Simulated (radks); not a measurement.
Values are calculated unless marked as measured or tabulated.
Ni IV, 25 electrons, occupied as [Ar] 3d7. Level of theory: scalar-relativistic Kohn-Sham, r2SCAN, spin-polarised, spherical densities, finite nucleus; open shells are filled with parallel spins first; meta-GGA in the generalised Kohn-Sham scheme; Fermi nuclear charge, rms radius 3.7757 fm (a radial shooting solver on a logarithmic mesh with Libxc functionals).

Radial electron density D(r) = 4 pi r^2 rho(r):

```
   r/bohr * D(r) (the largest magnitude, 38.5, reaches the edge; | marks zero)
 0.002015 |*
 0.002272 |*
 0.002562 | *
 0.002888 | *
 0.003256 |  *
 0.003672 |  *
  0.00414 |   *
 0.004668 |    *
 0.005263 |     *
 0.005934 |      *
  0.00669 |        *
 0.007543 |          *
 0.008505 |            *
 0.009589 |              *
  0.01081 |                 *
  0.01219 |                    *
  0.01374 |                        *
   0.0155 |                           *
  0.01747 |                               *
   0.0197 |                                   *
  0.02221 |                                       *
  0.02504 |                                          *
  0.02824 |                                             *
  0.03184 |                                               *
   0.0359 |                                                *
  0.04047 |                                               *
  0.04563 |                                              *
  0.05145 |                                            *
  0.05801 |                                          *
  0.06541 |                                        *
  0.07375 |                                      *
  0.08249 |                                     *
    0.093 |                                      *
   0.1049 |                                         *
   0.1182 |                                             *
   0.1333 |                                                 *
   0.1503 |                                                    *
   0.1695 |                                                      *
   0.1911 |                                                     *
   0.2154 |                                                 *
   0.2429 |                                          *
   0.2739 |                                   *
   0.3088 |                            *
   0.3482 |                       *
   0.3925 |                      *
   0.4426 |                       *
    0.499 |                         *
   0.5626 |                           *
   0.6344 |                            *
   0.7153 |                           *
   0.8064 |                       *
   0.9093 |                   *
    1.025 |              *
    1.156 |         *
    1.303 |      *
    1.469 |   *
    1.657 | *
    1.868 |*
    2.106 |*
    2.375 *
    2.677 *
    3.019 *
    3.404 *
```

D(r) has 3 maxima, at r = 0.0377, 0.172, 0.624 bohr, and minima at 0.0818, 0.396 bohr, inside which lie 2.11, 10.76 electrons.
